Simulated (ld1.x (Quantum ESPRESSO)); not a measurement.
# Transferability test, ultrasoft potential for mercury (Hg)

```
Element                 : mercury
Generator               : ld1.x (Quantum ESPRESSO) 7.5
Type                    : ultrasoft
Functional              : PBEsol
Relativity              : scalar-relativistic
Frozen core             : [Kr] 4d10 4f14
Valence charge          : 20
Reference configuration : 5s2 5p6 5d10 6s1.5 6p0 (charge +0.5)
Partial waves           : 5s (bound): rcut 1.15, rcutus 1.20 bohr; 6s (bound): rcut 1.15, rcutus 1.20 bohr; 5p (bound): rcut 1.70, rcutus 2.05 bohr; 6p (bound, empty): rcut 1.70, rcutus 2.05 bohr; 5d (bound): rcut 1.95, rcutus 2.30 bohr; 5d channel at -0.6 Ry: rcut 1.95, rcutus 2.30 bohr
Local potential         : all-electron potential smoothed inside 2.20 bohr (lloc = -1)
Core correction         : Bessel-smoothed model core inside 1.20 bohr
Augmentation charge     : PSQ, inside the norm-conserving radii
```

Energies are relative to the spin-unpolarised reference configuration 5s2 5p6 5d10 6s1.5 6p0; without spin polarisation the order of configurations can differ from experiment.

Question: Give the all-electron excitation energy and the error of the potential for: 5s2 5p6 5d10 6s2 6p0; 5s2 5p6 5d10 6s1 6p0; 5s2 5p6 5d10 6s0 6p0; 5s2 5p6 5d10 6s1 6p1; 5s2 5p5 5d10 6s2 6p0; 5s2 5p6 5d10 6s0 6p1; 5s1 5p6 5d10 6s2 6p0.

Answer:

```csv
valence configuration,charge,ΔE all-electron (eV),error AE − PS (meV)
5s2 5p6 5d10 6s2 6p0,0,-4.382,+0.8
5s2 5p6 5d10 6s1 6p0,+1,6.357,-3.5
5s2 5p6 5d10 6s0 6p0,+2,25.362,-22
5s2 5p6 5d10 6s1 6p1,0,1.745,-2.5
5s2 5p5 5d10 6s2 6p0,+1,68.916,-6.1
5s2 5p6 5d10 6s0 6p1,+1,13.866,-20
5s1 5p6 5d10 6s2 6p0,+1,121.224,+166
```

Levels in the configuration 5s2 5p6 5d10 6s0 6p0:

```tsv
level	all-electron (eV)	pseudo (eV)
5s	-137.472	-137.442
5p	-85.810	-85.769
5d	-28.810	-28.823
```

ld1.x printed “convergence not achieved” for 2 of the counted tests; their residual had stalled under 1e-8, short of the target of 1e-14.
